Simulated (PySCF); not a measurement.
CH4BrInO, SMILES [CH3][In]([OH])[Br]. Geometry: PBE-D3(BJ)/def2-SVP. The structure was generated by enumeration; whether it is a known compound was not checked. The def2 effective core potentials stand for the cores of In; spin–orbit coupling is left out. One conformer was computed; it need not be the lowest.

Computed equilibrium geometry at PBE-D3(BJ)/def2-SVP (PySCF confirms it by a frequency run) as a Z-matrix (one conformer of several):
```
In
O 1 2.0185
H 2 0.9776 1 109.31
C 1 2.1563 2 124.32 3 -179.94
H 4 1.1052 1 108.96 2 -1.42
H 4 1.1059 5 110.53 1 119.31
H 4 1.1059 5 110.48 6 121.50
Br 1 2.5276 2 111.73 3 0.04
```
Charge 0, spin multiplicity 1.
